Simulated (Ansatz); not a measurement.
Cost and result for the atomization energy of CH4F2OSi2, SMILES `O=C([SiH3])[SiH](F)F` (10 atoms, 9 bonds).

```xyz
10

O     0.996   -0.743    1.559
C     0.397   -0.268    0.614
Si    0.518    1.625    0.213
Si   -0.658   -1.495   -0.422
F    -2.003   -0.773   -0.861
F     0.145   -1.841   -1.746
H     0.619    1.788   -1.260
H     1.695    2.195    0.910
H    -0.743    2.253    0.685
H    -0.965   -2.739    0.306
```

The species carries charge 0 and has multiplicity 1. All single points use the PBE0-D4/def2-TZVP geometry. It is one conformer, not always the lowest. Program: Ansatz. All runs use 4 threads of an Arm Neoverse V1 on a shared host. Times are those of one run each, without the atoms' runs, and a repeat can differ threefold. Electronic energies, without spin–orbit coupling; frozen cores. CCSD(T)/CBS adds CCSD(T) − MP2 in def2-TZVPP to the MP2 limit, and its time is that of the two runs behind it. T1 = 0.014. B3LYP takes the VWN-RPA correlation (the form of Gaussian; ORCA's B3LYP/G).

CCSD(T)/CBS is a level of theory with its own doubt, some kJ/mol a heavy atom from the limit and from the frozen cores, so smaller differences don't rank the functionals.

```
                             level  functions  wall time  atomization (kJ/mol)  difference from CCSD(T)/CBS  per bond
   PBE-D4/def2-TZVPP (with forces)        264      3.3 s                3840.3                         44.9       5.0
                PBE0-D4/def2-TZVPP        264      4.7 s                3741.3                        -54.1      -6.0
r2SCAN-D4/def2-TZVPP (with forces)        264      6.5 s                3788.2                         -7.2      -0.8
 B3LYP-D4/def2-TZVPP (with forces)        264        7 s                3767.8                        -27.6      -3.1
                 B2PLYP/def2-TZVPP        264        9 s                3739.8                        -55.6      -6.2
                ωB97X-V/def2-TZVPP        264       11 s                3801.3                          5.9       0.7
  ωB97M-V/def2-TZVPP (with forces)        264       16 s                3790.1                         -5.3      -0.6
                    MP2/def2-QZVPP        488       41 s                3854.1                         58.7       6.5
                CCSD(T)/def2-TZVPP        264    5.2 min                3679.0                       -116.4     -12.9
                 CCSD(T)/CBS(def2)          –    5.8 min                3795.4                          0.0       0.0
```

The D4 term adds +37.7 kJ/mol with B3LYP and +19.9 kJ/mol with PBE0; it sums over pairs of atoms, weighted by their polarisabilities, and B3LYP, whose exchange is more repulsive, gets the larger term. From PBE to PBE0 (25 % exact exchange), in def2-TZVPP and without D4, the atomization energy moves by −95.6 kJ/mol: exact exchange takes away binding that semilocal exchange gives to molecules. In def2-TZVPP, CCSD(T) changes the Hartree–Fock value by +947.8 kJ/mol (the triples alone add +64.2 kJ/mol) and MP2 by +1051.9 kJ/mol; breaking electron pairs costs correlation energy, which Hartree–Fock lacks.
